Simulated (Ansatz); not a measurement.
Reaction (homolysis of the Ge–Ge bond): `[OH][GeH2][GeH2][OH]` → 2 `[OH][GeH2]`•

Program: Ansatz. Geometries: PBE0-D4/def2-TZVP. ΔE: electronic, gas phase. CCSD(T)/CBS adds triple-zeta CCSD(T) − MP2 to the extrapolated MP2 energy (def2 sets, frozen cores). DFT in def2-TZVPP. Open shells (•) are unrestricted, without spin–orbit coupling. For Ge outer-core shells are correlated without core-valence functions, which leaves a few kJ/mol of doubt a bond. Scalar relativity is left out up to krypton. Each species was taken in one conformer, which may not be the lowest.

| level | ΔE (eV) |
| --- | --- |
| PBE0-D4 | 2.90 |
| PBE | 2.73 |

**Question.** What does CCSD(T)/CBS give? (Best estimate.)

**Answer.** The calculation gave: +3.14 eV. The listed levels differ from it by -0.24, -0.41 eV.

Largest T1 diagnostic among the species: 0.015.

The D4 term adds +0.13 eV with B3LYP and +0.07 eV with PBE0; it sums over pairs of atoms, weighted by their polarisabilities, and B3LYP, whose exchange is more repulsive, gets the larger term. From BLYP to BHLYP (50 % exact exchange), in def2-TZVPP and without D4, ΔE moves by +0.25 eV.

B3LYP here is the variant with VWN-RPA as its local correlation; programs differ in this.
